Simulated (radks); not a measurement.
All-electron atom: Tc I in [Kr] 4d(up 4.5, down 0.5) 5s2 (fractional occupations, a model configuration).

Method: scalar-relativistic Kohn-Sham, BLYP, spin-polarised, spherical densities, finite nucleus; Fermi nuclear charge, rms radius 4.4112 fm; computed with a radial shooting solver on a logarithmic mesh with Libxc functionals.

Energy parts (Ry):
part                        energy
total                  -8572.32501
kinetic                 8851.76303
electron-nucleus      -20658.64239
Hartree                 3492.26986
exchange-correlation    -257.71551

Orbitals (lengths in bohr, moments of r in powers of bohr; r(max) is where P^2 peaks; r(90%) holds 90 % of the orbital's charge):
[
 {"orbital": "1s down", "occ.": "1", "eigenvalue (Ry)": "-1534.019", "<1/r>": "44.71", "r(max)": "0.02228", "r(90%)": "0.0614", "<r^4>": "6.518e-06"},
 {"orbital": "1s up", "occ.": "1", "eigenvalue (Ry)": "-1534.018", "<1/r>": "44.71", "r(max)": "0.02228", "r(90%)": "0.0614", "<r^4>": "6.518e-06"},
 {"orbital": "2s up", "occ.": "1", "eigenvalue (Ry)": "-218.8478", "<1/r>": "10.08", "r(max)": "0.1262", "r(90%)": "0.231", "<r^4>": "0.001197"},
 {"orbital": "2s down", "occ.": "1", "eigenvalue (Ry)": "-218.8115", "<1/r>": "10.09", "r(max)": "0.1262", "r(90%)": "0.231", "<r^4>": "0.001197"},
 {"orbital": "2p up", "occ.": "3", "eigenvalue (Ry)": "-195.8875", "<1/r>": "9.794", "r(max)": "0.1008", "r(90%)": "0.212", "<r^4>": "0.0008575"},
 {"orbital": "2p down", "occ.": "3", "eigenvalue (Ry)": "-195.8601", "<1/r>": "9.795", "r(max)": "0.1008", "r(90%)": "0.212", "<r^4>": "0.0008572"},
 {"orbital": "3s up", "occ.": "1", "eigenvalue (Ry)": "-38.07387", "<1/r>": "3.479", "r(max)": "0.3723", "r(90%)": "0.614", "<r^4>": "0.06047"},
 {"orbital": "3s down", "occ.": "1", "eigenvalue (Ry)": "-38.05428", "<1/r>": "3.478", "r(max)": "0.3724", "r(90%)": "0.613", "<r^4>": "0.06039"},
 {"orbital": "3p up", "occ.": "3", "eigenvalue (Ry)": "-30.54098", "<1/r>": "3.311", "r(max)": "0.3656", "r(90%)": "0.629", "<r^4>": "0.06629"},
 {"orbital": "3p down", "occ.": "3", "eigenvalue (Ry)": "-30.51894", "<1/r>": "3.311", "r(max)": "0.3657", "r(90%)": "0.629", "<r^4>": "0.06615"},
 {"orbital": "3d up", "occ.": "5", "eigenvalue (Ry)": "-18.34608", "<1/r>": "3.082", "r(max)": "0.3112", "r(90%)": "0.637", "<r^4>": "0.07045"},
 {"orbital": "3d down", "occ.": "5", "eigenvalue (Ry)": "-18.31231", "<1/r>": "3.082", "r(max)": "0.3113", "r(90%)": "0.636", "<r^4>": "0.07011"},
 {"orbital": "4s up", "occ.": "1", "eigenvalue (Ry)": "-5.44039", "<1/r>": "1.291", "r(max)": "0.9500", "r(90%)": "1.54", "<r^4>": "2.441"},
 {"orbital": "4s down", "occ.": "1", "eigenvalue (Ry)": "-5.26254", "<1/r>": "1.298", "r(max)": "0.9461", "r(90%)": "1.54", "<r^4>": "2.419"},
 {"orbital": "4p up", "occ.": "3", "eigenvalue (Ry)": "-3.38437", "<1/r>": "1.148", "r(max)": "1.024", "r(90%)": "1.74", "<r^4>": "3.963"},
 {"orbital": "4p down", "occ.": "3", "eigenvalue (Ry)": "-3.19563", "<1/r>": "1.153", "r(max)": "1.019", "r(90%)": "1.74", "<r^4>": "3.984"},
 {"orbital": "4d up", "occ.": "4.5", "eigenvalue (Ry)": "-0.54161", "<1/r>": "0.7958", "r(max)": "1.272", "r(90%)": "2.73", "<r^4>": "26.43"},
 {"orbital": "5s up", "occ.": "1", "eigenvalue (Ry)": "-0.38700", "<1/r>": "0.3982", "r(max)": "2.680", "r(90%)": "4.86", "<r^4>": "241.1"},
 {"orbital": "4d down", "occ.": "0.5", "eigenvalue (Ry)": "-0.36975", "<1/r>": "0.7676", "r(max)": "1.275", "r(90%)": "2.97", "<r^4>": "39.06"},
 {"orbital": "5s down", "occ.": "1", "eigenvalue (Ry)": "-0.32897", "<1/r>": "0.3726", "r(max)": "2.809", "r(90%)": "5.19", "<r^4>": "312.5"}
]

The highest occupied level is 5s down at -4.476 eV. Summed over all electrons, <r^2> = 59.28 bohr^2, which gives a Langevin (diamagnetic) susceptibility term of -47 x 10^-6 cm^3/mol. The density falls to 0.001 e/bohr^3 at r = 4.76 bohr. The electron density at the nucleus is 1.023e+05 e/bohr^3 (large components only). Spin moment in Bohr magnetons: 4.
